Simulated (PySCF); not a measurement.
**Polarisability and C₆ of Au⁺ (gold, charge +1)**

[Xe] 4f14 5d10, closed-shell 1S. Computed with PySCF 2.14 in aug-cc-pVTZ-PP with one added diffuse shell each of s, p, d, f, g type with ECP60MDF (7s7p6d4f3g, 113 functions), with a scalar-relativistic core potential. Coupled (time-dependent) response in atomic units; α is the mean over directions.

| method | mean α (bohr³) | C₆ (like pair) | S(−4) |
| --- | --- | --- | --- |
| UHF | 12.31 | 89.71 | 38.76 |
| PBE | 14.38 | 107.2 | 60.42 |
| PBE0 | 13.64 | 101.1 | 51.48 |
| r2SCANh | 13.71 | 102.8 | 50.60 |

S(−4) is the Cauchy moment in α(ω) = α(0) + S(−4) ω² + …

α(iu) at UHF:

```
u (hartree)  α(iu) (bohr³)
          0          12.31
     0.0500          12.22
      0.100          11.95
      0.200          11.05
      0.300          9.966
      0.500          8.013
      0.750          6.226
       1.00          4.964
       1.50          3.345
       2.00          2.390
       3.00          1.376
       5.00         0.6104
```

A single London oscillator, α(iu) = α/(1 + u²/ω²), gives C₆ = (3/4) ω α². Matching the computed C₆ needs ω = 4 × 89.71 / (3 × 12.31²) = 0.789 hartree.

For an ion, C₆ is the dispersion term alone; charge-induced terms of lower order in 1/R come first.

Energies and moments cover only the electrons outside the core potential. Spin-orbit coupling, which splits the p, d and f shells strongly at this Z, is absent.
